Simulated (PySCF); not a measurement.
Compound: CH10O2Si3.
Z-matrix (Å and degrees, PBE0-D3(BJ)/def2-SVP geometry), rows numbered from 1:
```
C 
Si  1  1.8577
O   2  1.6551  1  109.62
Si  3  1.6521  2  150.60  1   -89.21
O   2  1.6541  1  109.63  3  -120.35
Si  5  1.6543  2  149.73  1    95.44
H   1  1.1014  2  110.55  3    58.87
H   1  1.1008  2  110.96  3   178.90
H   1  1.1011  2  110.70  3   -60.88
H   2  1.4853  1  112.64  3   119.66
H   4  1.4910  3  109.63  2  -130.55
H   4  1.4928  3  109.83  2   109.41
H   4  1.4964  3  110.16  2   -10.37
H   6  1.4937  5  110.51  2    66.08
H   6  1.4904  5  108.50  2  -174.02
H   6  1.4952  5  110.52  2   -54.27
```

Computed with PySCF at PBE0/pcSseg-1 and PBE0/def2-SVPD, non-relativistic, on one gas-phase PBE0-D3(BJ)/def2-SVP geometry that isn't relaxed in the solvent. The solvent is an IEF-PCM continuum (van der Waals radii × 1.2). Only the electrostatic response of the medium enters.

Gas phase at PBE0/pcSseg-1: HOMO -8.27 eV, LUMO 0.11 eV, dipole 0.87 D.

Problem. What does the continuum do to the energy, the frontier levels and the dipole at PBE0/pcSseg-1 in cyclohexane and chloroform?

Solution. 
```
    solvent      ε  E(solvent) − E(gas) (kcal/mol)  polarisation term (kcal/mol)  distortion of the solute (kcal/mol)  HOMO (eV)  LUMO (eV)  dipole (D)
cyclohexane  2.017                           -0.57                         -0.59                                 0.02      -8.21       0.17        0.97
 chloroform  4.711                           -1.07                         -1.13                                 0.06      -8.19       0.20        1.07
```

The first energy column is the sum of the next two and covers electrostatics alone. From cyclohexane to chloroform the lowering changes by a factor 1.87, Onsager's factor (ε − 1)/(2ε + 1) by 1.76 and ε itself by 2.3.

Problem. Which ESP-fitted charges (PBE0/pcSseg-1) respond most in chloroform (means over atoms taken as equivalent)?

Solution. 
| atoms | environment | gas (e) | solvent (e) | change |
| --- | --- | --- | --- | --- |
| Si2 | oxygen-bound silicon | +1.073 | +1.108 | +0.035 |
| O3/O5 | siloxane oxygen | -0.565 | -0.589 | -0.024 |
| Si4/Si6 | oxygen-bound silicon | +0.603 | +0.617 | +0.014 |
| C1 | Si-methyl carbon | -0.779 | -0.791 | -0.012 |
| H10 | Si–H hydrogen | -0.198 | -0.209 | -0.011 |
| H7/H8/H9 | methyl hydrogen | +0.187 | +0.191 | +0.004 |

Gas phase at PBE0/def2-SVPD: HOMO -8.26 eV, LUMO -0.09 eV, dipole 0.85 D.

Problem. What does the continuum do to the energy, the frontier levels and the dipole at PBE0/def2-SVPD in chloroform?

Solution. 
| solvent | ε | E(solvent) − E(gas) (kcal/mol) | polarisation term (kcal/mol) | distortion of the solute (kcal/mol) | HOMO (eV) | LUMO (eV) | dipole (D) |
| --- | --- | --- | --- | --- | --- | --- | --- |
| chloroform | 4.711 | -0.91 | -0.97 | 0.06 | -8.18 | -0.02 | 1.05 |

Problem. How does the static polarisability (PBE0/def2-SVPD, frozen core, with the continuum's full static response) change?

Solution. 
| medium | isotropic (au) | principal values (au) | ⟨r²⟩ of the electrons (bohr²) |
| --- | --- | --- | --- |
| gas | 96.0 | 88.1, 99.2, 100.6 | 1391.9 |
| chloroform | 116.0 | 110.2, 118.8, 119.1 | 1391.8 |

The isotropic value in chloroform is 1.21 times the gas-phase one; no cavity-field correction is applied. ⟨r²⟩ is taken about the centre of nuclear charge.

The run took 42 s of wall time on one thread, Arm Neoverse N1 (aarch64), shared host with 64 logical CPUs at a one-minute load of 56, and the process peaked at 0.90 GiB of memory. This is the whole shielding run at PBE0/pcSseg-1 in chloroform, SCF included.
